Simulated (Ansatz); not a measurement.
Gas-phase electronic energies from Ansatz, PBE0-D4/def2-TZVP geometries. CCSD(T)/CBS adds triple-zeta CCSD(T) − MP2 to the extrapolated MP2 energy (def2 sets, frozen cores). This one scheme is used for every species. Functionals use def2-TZVPP. HSE06 is defined as in plane-wave codes. Each species was taken in one conformer, which may not be the lowest.

`C[Si](N)(Cl)Cl` + H–F → `C[Si](N)(F)Cl` + HCl  (ligand exchange at the Si–Cl bond)

| level | ΔE (eV) |
| --- | --- |
| B97M-V | -0.57 |
| HSE06-D4 | -0.42 |

(1) What does CCSD(T)/CBS give? (Best estimate.)

Largest T1 diagnostic among the species: 0.010.

Results:

(1) Computed: -0.48 eV. The listed levels differ from it by -0.09, 0.06 eV.

The D4 term adds +0.08 eV with B3LYP and +0.04 eV with PBE0; it sums over pairs of atoms, weighted by their polarisabilities, and B3LYP, whose exchange is more repulsive, gets the larger term. At CCSD(T), def2-SVP lies −0.04 eV from the extrapolated value and def2-TZVPP −0.05 eV. In def2-TZVPP, CCSD(T) changes the Hartree–Fock value by +0.14 eV (the triples alone add +0.03 eV) and MP2 by +0.22 eV.

B3LYP here is the variant with VWN-RPA as its local correlation; programs differ in this.
